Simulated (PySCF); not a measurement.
Argon: a sound run and one with changed settings

Sound run: Ar+ [Ne] 3s2 3p5, Ar(2+) [Ne] 3s2 3p4. Computed with PySCF 2.14 in 6-31G*, with no relativity, point nucleus. The sound run starts from symmetry-adapted Hartree-Fock orbitals and uses a fine grid where one is needed.

Changed run: 14 angular points. This setting is unsound on purpose.

```tsv
species	method	sound run (hartree)	changed run (hartree)	converged
Ar+	UHF	-526.23345	-526.23345	yes
Ar+	M06-2X	-526.90261	-526.90609	yes
Ar+	PBE0	-526.75863	-526.75873	yes
Ar(2+)	UHF	-525.26382	-525.26382	yes
Ar(2+)	M06-2X	-525.88474	-525.88589	yes
Ar(2+)	PBE0	-525.74330	-525.74299	yes
```

Ionisation energy of Ar+:

| method | sound run (eV) | changed run (eV) |
| --- | --- | --- |
| UHF | 26.385 | 26.385 |
| M06-2X | 27.698 | 27.761 |
| PBE0 | 27.629 | 27.640 |

A coarse angular grid integrates products of high-l functions wrongly, so density functionals can shift, and the SCF can exploit the error; Hartree-Fock and MP2 need no grid.

For comparison, NIST gives 27.630 eV between the lowest levels.
